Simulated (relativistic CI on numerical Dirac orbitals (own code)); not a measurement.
Pm XVI: sensitivity of the levels to the model

Base calculation: Dirac-Coulomb-Breit CI, orbitals from a KLI potential per configuration, a model potential for QED, unscaled Slater integrals.

Configuration list (outside the closed core [Ar] 3d10): 4s2 4p6 4d10, 4s2 4p6 4d9 4f, 4s2 4p6 4d9 5s, 4s2 4p5 4d10 4f, 4s2 4p6 4d9 5p, 4s 4p6 4d10 4f, 4s2 4p6 4d9 5d, 4s2 4p5 4d10 5s, 4s2 4p6 4d9 5f. Double excitations out of closed p, d and f shells are left out; levels of such configurations are missing from the list, as are those of other unlisted configurations, and high levels can miss mixing partners.

The lowest level and the first level of each name with at least 55 % of one term (blank where a level has no safe partner in the second run):

```tsv
Level	Base (cm⁻¹)	Shift (cm⁻¹)
4s2 4p6 4d10 1S_0	0	0
4s2 4p6 4d9 4f 3P°_0	990662	+1244
4s2 4p6 4d9 4f 3P°_1	997259	+1244
4s2 4p6 4d9 4f 3P°_2	1010685	+1244
4s2 4p6 4d9 4f 3H°_6	1024797	+1243
4s2 4p6 4d9 4f 3H°_5	1027719	+1243
4s2 4p6 4d9 4f 3H°_4	1044617	+1243
4s2 4p6 4d9 4f 3F°_4	1048494	+1244
4s2 4p6 4d9 4f 3D°_1	1057443	+1243
4s2 4p6 4d9 4f 3G°_5	1058733	+1243
4s2 4p6 4d9 4f 3G°_3	1092898	+1243
4s2 4p6 4d9 4f 1F°_3	1111008	+1245
4s2 4p6 4d9 5s 3D_3	1112285	+10182
4s2 4p6 4d9 5s 3D_1	1151893	+10182
4s2 4p6 4d9 5p 3P°_2	1310044	+11372
4s2 4p6 4d9 4f 1P°_1	1350063	+2044
4s2 4p6 4d9 5p 3F°_2	1352782	+11373
4s2 4p6 4d9 5p 3F°_4	1371087	+11373
4s2 4p6 4d9 5p 1D°_2	1378730	+11372
4s2 4p6 4d9 5p 1P°_1	1379527	+11033
4s2 4p6 4d9 5p 3D°_3	1385551	+11372
4s2 4p6 4d9 5p 3P°_0	1398855	+11372
```

At this charge energies of transitions that change n are usually good to better than 1 %, and those within a shell (Δn = 0) to a few per cent. Levels and lines within the n = 5 or 6 shells can be off by up to 10 % or somewhat more, and those that change n by about 2 %, since core polarisation is missing.

Q: One thing was changed in a second run, which moved the levels as shown. Which?
A. QED terms removed
B. configuration mixing switched off
C. Breit term removed
D. non-relativistic limit
E. one mean potential for all configurations
F. P86 correlation estimate

A: F. P86 correlation estimate. A correlation estimate moves all levels of a configuration together before mixing; mixed levels move by a weighted share.

LS names give the leading component of a level, which can be under half, so a name can repeat, a term be missing and a line seem to break the LS rules.
